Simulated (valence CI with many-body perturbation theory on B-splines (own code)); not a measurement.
## E1 transitions of Co XXIII

Level of theory: configuration interaction combined with many-body perturbation theory (CI+MBPT): three valence electrons over a frozen Dirac-Fock core [He], radial functions for each j: 11 s, 11 p, 10 d, 8 f, 5 g, 2 h, with the one-electron correlation potential Σ1 (screened to all orders), the two-electron term Σ2, the three-electron term Σ3, Breit, model QED; selected single and double excitations, second order for the rest, scaled by the run's own slope (own B-spline code, finite nucleus).

No measured levels were compared; by estimate levels of excited configurations hold to 0.05 to 0.15 % of their energy, terms of the ground configuration to about 0.5 %.

Lines 101 to 150 of 585 in falling wavelength, among levels below 1617.7 eV, chosen from the strongest by gf and those to the six lowest levels. Wavelengths and rates use the calculated energies, so an error of 800 cm⁻¹ moves a line at 42.26 nm by 0.34 % and its rate by three times that or more. Electric multipoles are in the length gauge with retardation, E1 and E2 with the static RPA response of the core. Weak lines are less certain than strong ones. Lines between different terms over intervals too small for the method are left out, as are lines whose strength nearly cancels. The highest levels of a list are the least certain.

Names give the largest LS component (configuration and term), which can be under half, so a name can repeat, a term be missing and a line seem to break the LS rules; names also repeat where a configuration has a term twice. Letters in brackets count levels of one name in rising energy.

```tsv
λ vac (nm)	Upper	Lower	A (s⁻¹)	S (a.u.)
42.26	2s.2p.3p 4S_3/2	2s.2p.3s 4P°_5/2	1.24e+09	1.84e-01
42.04	2s.2p.3p 2P_3/2 [a]	2s.2p.3s 4P°_1/2	1.53e+09	2.24e-01
34.54	2p2.3p 2P°_3/2 [b]	2p2.3s 2D_3/2	4.25e+09	3.46e-01
32.06	2p2.3p 2P°_3/2 [b]	2p2.3s 2D_5/2	1.99e+09	1.30e-01
21.84	2p3 2D°_5/2	2s.2p2 2P_3/2	3.30e+09	1.02e-01
20.74	2p2.3p 2D°_5/2 [b]	2s.2p.3p 2P_3/2 [b]	3.65e+09	9.64e-02
20.10	2p2.3d 2G_9/2	2s.2p.3d 2F°_7/2 [b]	2.39e+09	9.59e-02
19.64	2p2.3p 2F°_7/2	2s.2p.3p 2D_5/2 [b]	5.19e+09	1.55e-01
18.83	2p2.3s 2D_5/2	2s.2p.3s 2P°_3/2 [b]	7.44e+09	1.47e-01
17.17	2p3 2D°_3/2	2s.2p2 2P_1/2	7.27e+09	7.27e-02
16.33	2p2.3d 4F_7/2	2s.2p.3d 4F°_9/2	4.20e+09	7.22e-02
15.91	2p2.3d 2D_5/2 [a]	2s.2p.3d 2F°_7/2 [a]	5.55e+09	6.62e-02
15.75	2p2.3d 4F_5/2	2s.2p.3d 4F°_7/2	6.64e+09	7.69e-02
15.28	2p2.3d 4F_9/2	2s.2p.3d 4F°_9/2	7.15e+09	1.26e-01
15.21	2p2.3s 2P_3/2	2s.2p.3s 2P°_3/2 [a]	9.16e+09	6.37e-02
15.17	2p2.3p 4D°_7/2	2s.2p.3p 4D_7/2	8.42e+09	1.16e-01
14.89	2p2.3d 4P_5/2	2s.2p.3d 4D°_7/2	6.54e+09	6.39e-02
14.72	2s.2p2 2D_5/2	2s2.2p 2P°_3/2	6.36e+09	6.01e-02
14.69	2p3 2P°_3/2	2s.2p2 2P_3/2	2.11e+10	1.32e-01
14.68	2p2.3s 4P_5/2	2s.2p.3s 4P°_5/2	8.96e+09	8.39e-02
14.33	2p3 2D°_3/2	2s.2p2 2D_3/2	7.39e+09	4.30e-02
14.20	2p3 2D°_5/2	2s.2p2 2D_5/2	1.29e+10	1.09e-01
13.79	2p2.3d 2D_5/2 [d]	2s.2p.3d 2D°_5/2	8.90e+09	6.90e-02
13.61	2p3 2D°_5/2	2s.2p2 2D_3/2	4.06e+09	3.03e-02
13.27	2p2.3d 2D_5/2 [d]	2s.2p.3d 2F°_7/2 [b]	1.81e+10	1.26e-01
13.19	2p2.3p 2P°_1/2 [c]	2s.2p.3p 2D_3/2 [b]	2.59e+10	5.87e-02
13.19	2p2.3p 2P°_3/2 [c]	2s.2p.3p 2D_5/2 [b]	1.98e+10	8.97e-02
13.17	2p2.3d 2D_3/2 [c]	2s.2p.3d 2F°_5/2 [c]	2.08e+10	9.38e-02
12.84	2p3 4S°_3/2	2s.2p2 4P_5/2	1.98e+10	8.28e-02
12.73	2s.2p.3d 2F°_7/2 [b]	2s2.3d 2D_5/2	1.27e+10	1.03e-01
12.73	2p2.3s 2D_3/2	2s.2p.3s 2P°_3/2 [a]	1.24e+10	5.05e-02
12.68	2s.2p2 2D_3/2	2s2.2p 2P°_1/2	1.24e+10	5.00e-02
12.63	2s.2p.4f 2F_5/2	2s2.4f 2F°_5/2	1.90e+10	1.13e-01
12.63	2s.2p.4f 2F_7/2 [b]	2s2.4f 2F°_7/2	1.88e+10	1.50e-01
12.56	2s.2p.4d 2F°_7/2 [b]	2s2.4d 2D_5/2	1.50e+10	1.18e-01
12.52	2s.2p.4p 2D_5/2 [b]	2s2.4p 2P°_3/2	2.01e+10	1.17e-01
12.51	2s.2p.3d 2F°_5/2 [c]	2s2.3d 2D_3/2	1.30e+10	7.51e-02
12.51	2s.2p.4f 2G_9/2 [b]	2s2.4f 2F°_7/2	1.44e+10	1.39e-01
12.50	2s.2p.4f 2G_7/2 [b]	2s2.4f 2F°_5/2	1.38e+10	1.06e-01
12.49	2s.2p.4d 2F°_5/2 [b]	2s2.4d 2D_3/2	1.51e+10	8.69e-02
12.49	2s.2p.4d 2D°_3/2 [b]	2s2.4d 2D_3/2	2.07e+10	7.96e-02
12.47	2s.2p.4d 2D°_5/2 [b]	2s2.4d 2D_5/2	2.21e+10	1.27e-01
12.45	2s.2p.4p 2D_3/2 [b]	2s2.4p 2P°_1/2	2.05e+10	7.80e-02
12.43	2s.2p.3p 2D_5/2 [b]	2s2.3p 2P°_3/2	1.73e+10	9.86e-02
12.42	2s.2p.4p 2P_3/2 [c]	2s2.4p 2P°_3/2	2.25e+10	8.51e-02
12.40	2s.2p.4s 2P°_3/2 [b]	2s2.4s 2S_1/2	2.23e+10	8.41e-02
12.39	2s.2p.4f 2D_5/2 [b]	2s2.4f 2F°_7/2	2.16e+10	1.22e-01
12.39	2s.2p.4f 2D_3/2 [b]	2s2.4f 2F°_5/2	2.27e+10	8.52e-02
12.35	2s.2p.3d 2D°_3/2 [b]	2s2.3d 2D_3/2	2.16e+10	8.02e-02
12.33	2s.2p.4p 2S_1/2 [b]	2s2.4p 2P°_3/2	2.82e+10	5.22e-02
```
